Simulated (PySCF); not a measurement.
C₅H₁₀O₃Si.
InChI=1S/C5H10O3Si/c1-4(6)8-5-2-7-9-3-5/h5H,2-3,9H2,1H3/t5-/m1/s1

The closed-shell ground state was solved at several levels (PySCF, density fitting, gas phase, non-relativistic). The structure is a single PBE0-D3(BJ)/def2-SVP conformer in the gas phase; no vibrational or solvent corrections.

```json
{"level": "PBE0/pcSseg-1", "basis functions": "210", "total energy (Eh)": "-711.1146", "HOMO (eV)": "-7.94", "LUMO (eV)": "0.18", "gap (eV)": "8.12", "dipole (D)": "2.20"}
{"level": "CAM-B3LYP/pcSseg-1", "basis functions": "210", "total energy (Eh)": "-711.5413", "HOMO (eV)": "-9.35", "LUMO (eV)": "1.37", "gap (eV)": "10.72", "dipole (D)": "2.24"}
```

**Question.** Estimate the row for wB97X-D/def2-SVPD, a basis of 273 functions; the other rows only guide the guess.

**Answer.** Total energy -711.2471 Eh, HOMO -9.90 eV, LUMO 1.89 eV, gap 11.79 eV, dipole 2.24 D.

**Question.** Over all these levels, which gives the widest orbital gap and which the narrowest?

**Answer.** wB97X-D/def2-SVPD (range-separated hybrid) has the widest, 11.79 eV, and PBE0/pcSseg-1 (global hybrid, 25 % exact exchange) the narrowest, 8.12 eV. Functional and basis both differ between the two, so the spread mixes both effects.

**Question.** How far do the dipole and the HOMO energy spread over the levels?

**Answer.** The dipole runs from 2.20 to 2.24 D (mean 2.23 D) and the HOMO from -9.90 to -7.94 eV.

wB97X-D is run here without its empirical dispersion term; that term would change no orbital, density or response property at a fixed geometry.
